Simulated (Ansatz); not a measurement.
Input file for CHFO$_{2}$Sn:

```yaml
crystal:
  periodic: [false, false, false]
  atoms:
    - {symbol: O, position_ang: [1.756512, -1.534574, 0.213202]}
    - {symbol: C, position_ang: [0.956772, -0.884772, 0.719146]}
    - {symbol: O, position_ang: [0.150261, -0.248461, 1.271387]}
    - {symbol: Sn, position_ang: [-1.101180, 1.562155, -0.262265]}
    - {symbol: F, position_ang: [0.408339, 0.881617, -1.323549]}
    - {symbol: H, position_ang: [-2.128704, 0.160135, -0.664021]}
basis:
  gaussian: {orbitals: def2-SVP}
correlation: {method: ccsd_t}
```

```sh
$ ansatz run in.yaml --threads 2 --pin off --events-out ev --progress --plain --max-ram 4352MiB
```

The program prints (abridged):

```
Functional definition: HF
921 factors; integrals over basis functions are off by at most 6.3e-4 eV
mean field evaluation 1: about -13623.0939 eV, gradient 4.6e1 eV
mean field evaluation 2: about -13623.2140 eV, gradient 4.7e1 eV
mean field evaluation 4: about -13627.1684 eV, gradient 2.6e0 eV
mean field evaluation 8: about -13627.2097 eV, gradient 1.2e-1 eV
mean field -13627.20973958 eV, -500.7907210751 hartree, gradient 2.1e-6 eV, S^2 0.000000; 0 other end points of the search recorded, 0 dependent functions left out
8 core orbitals not correlated: weight in the atoms' cores, before any rotation towards them, 1.000 or more for the frozen orbitals, at most 0.000 for the correlated occupied ones
reference -13627.20973958 eV, -500.7907210751 hartree; 19, 19 occupied and 60, 60 virtual orbitals, 921 factors
second order -20.79261462 eV of doubles, -0.00000000 eV of singles
cycle   1  -20.33301309 eV  change    4.6e-1 eV  update   1.5e-1
cycle   2  -21.01425304 eV  change   -6.8e-1 eV  update   4.9e-2
cycle   3  -21.19505750 eV  change   -1.8e-1 eV  update   2.5e-2
cycle   4  -21.18152044 eV  change    1.4e-2 eV  update   5.3e-3
cycle   5  -21.17693643 eV  change    4.6e-3 eV  update   2.9e-3
cycle   6  -21.17851665 eV  change   -1.6e-3 eV  update   9.1e-4
cycle   7  -21.17831515 eV  change    2.0e-4 eV  update   3.9e-4
cycle   8  -21.17812778 eV  change    1.9e-4 eV  update   1.3e-4
cycle   9  -21.17817023 eV  change   -4.2e-5 eV  update   5.3e-5
cycle  10  -21.17820822 eV  change   -3.8e-5 eV  update   2.1e-5
perturbative correction -0.65410137 eV, -0.0240377822 hartree
Total energy: -13649.04204917 eV, -501.5930436541 hartree
```

It took 7.5 s on 2 threads of an Arm Neoverse V2 on a shared host, with 0.36 GiB of host memory at the peak.

MP2 recovers 95.2 % of the CCSD(T) correlation energy and the triples give 3.0 %; T1 = 0.0160.
